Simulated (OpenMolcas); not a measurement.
neutral bismuth.

```yaml
Program: OpenMolcas
Basis: ANO-RCC-VTZP [8s7p5d3f2g]
Scalar_Hamiltonian: DKH2, point nucleus
Active_space: 5 electrons in 9 orbitals (RAS2 6s 6p; RAS3 6d, at most 2 electrons)
State_averaging: 2S+1 = 4 odd, 1 root; 2S+1 = 2 odd, 8 roots
Spin-orbit_coupling: state interaction with AMFI integrals over the reference wave functions, term energies averaged over their components
```

Two sets of levels on these reference wave functions, in eV above 6s² 6p³ ⁴S°_3/2: one from RASSCF and one from SS-RASPT2, IPEA 0.25 Eh, imaginary shift 0.1 Eh (closed shells correlated: 5d).

| Level | Set 1 | Set 2 |
| --- | --- | --- |
| 6s² 6p³ ⁴S°_3/2 [69 %] | 0.0000 | 0.0000 |
| 6s² 6p³ ²D°_3/2 [66 %] | 1.471 | 1.323 |
| 6s² 6p³ ²D°_5/2 | 2.010 | 1.807 |
| 6s² 6p³ ²P°_1/2 | 2.887 | 2.671 |
| 6s² 6p³ ²P°_3/2 [67 %] | 3.927 | 3.736 |

Question: Which set is which?

Answer: Set 2 is SS-RASPT2. Its levels of the other terms of 6s² 6p³ lie at 0.90 to 0.95 of the other set's values, as expected, since terms of lower spin or lower L gain more correlation energy than the Hund ground term. Against 4 measured levels (NIST Handbook of Basic Atomic Spectroscopic Data) the mean absolute deviation is 1200 cm-1 with it and 1100 cm-1 without; single levels miss by up to 3000 cm-1 with it.

CASPT2 does not keep the components of a term degenerate, so their means are used; among the terms shown or strongly mixed into the levels shown the widest spread is 17 cm-1 (6s² 6p³ ²D°, SS-RASPT2). Active for correlation alone: 6d; no level in the range computed is led by a configuration that fills it, so any true level of that kind is missing. Spin-orbit splittings of 6p shells tend to come out small when the coupling is added on scalar orbitals. Measured partners are found by configuration, term and J. A level has none where our copy of the source lacks it or the pairing is in doubt (some pairs that miss far off the trend of their configuration count as doubtful), and it then counts in no deviation. Only configurations of the active space appear.

A share in square brackets marks a mixed level and gives the weight of the term that names it, the lowest over the columns. ° marks odd parity.
